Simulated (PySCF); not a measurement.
**Nitrogen: a sound run and one with changed settings**

Sound run: N⁺ [He] 2s2 2p2, N²⁺ [He] 2s2 2p1. Calculation: PySCF 2.14, in cc-pVDZ-DK (3s2p1d, 14 functions); the spin-free X2C one-electron Hamiltonian (Gaussian nucleus). The sound run starts from symmetry-adapted Hartree-Fock orbitals and uses a fine grid where one is needed.

Changed run: 14 angular points. This setting is unsound on purpose.

| species | method | sound run (hartree) | changed run (hartree) | converged |
| --- | --- | --- | --- | --- |
| N⁺ | UHF | -53.90990 | -53.90990 | yes |
| N⁺ | TPSS | -54.09348 | -54.09476 | yes |
| N⁺ | M06-L | -54.07332 | -54.07709 | yes |
| N²⁺ | UHF | -52.83536 | -52.83536 | yes |
| N²⁺ | TPSS | -52.99471 | -52.99356 | yes |
| N²⁺ | M06-L | -52.97490 | -52.97744 | yes |

Ionisation energy of N⁺:

```csv
method,sound run (eV),changed run (eV)
UHF,29.240,29.240
TPSS,29.899,29.965
M06-L,29.890,29.923
```

A coarse angular grid integrates products of high-l functions wrongly, so density functionals can shift, and the SCF can exploit the error; Hartree-Fock and MP2 need no grid.

For comparison, NIST gives 29.601 eV between the lowest levels.
